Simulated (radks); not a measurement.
Q: All-electron atom: Eu II in [Xe] 4f7 6s1. All-electron calculation, Dirac Kohn-Sham, PBE, spin-unpolarised, spherical densities, finite nucleus; open shells are shared between the two j in proportion to 2j + 1; Fermi nuclear charge, rms radius 5.1115 fm. Program: a radial shooting solver on a logarithmic mesh with Libxc functionals. Some entries of the table are withheld. Estimate them.

orbital  occ.  eigenvalue (eV)  <r> (bohr)
1s1/2       2        -48319.54     0.02232
2s1/2       2        -7936.165     0.09459
2p1/2       2              (1)     0.07907
2p3/2       4              (2)     0.08580
3s1/2       2        -1751.160      0.2492
3p1/2       2        -1575.573      0.2388
3p3/2       4        -1443.472      0.2517
3d3/2       4        -1139.491      0.2235
3d5/2       6        -1110.747      0.2276
4s1/2       2        -352.5743      0.5660
4p1/2       2        -284.7326         (3)
4p3/2       4        -255.5927         (4)
4d3/2       4        -143.8999      0.6482
4d5/2       6        -138.6723      0.6587
5s1/2       2         -50.8281       1.382
5p1/2       2         -32.6728       1.560
5p3/2       4         -28.8712       1.657
4f5/2       3          -9.2404      0.9574
4f7/2       4          -8.6228      0.9765
6s1/2       1          -8.5240       3.861

A: 
(1) 2p1/2 eigenvalue (eV): -7529.842
(2) 2p3/2 eigenvalue (eV): -6881.820
(3) 4p1/2 <r> (bohr): 0.5791
(4) 4p3/2 <r> (bohr): 0.6084
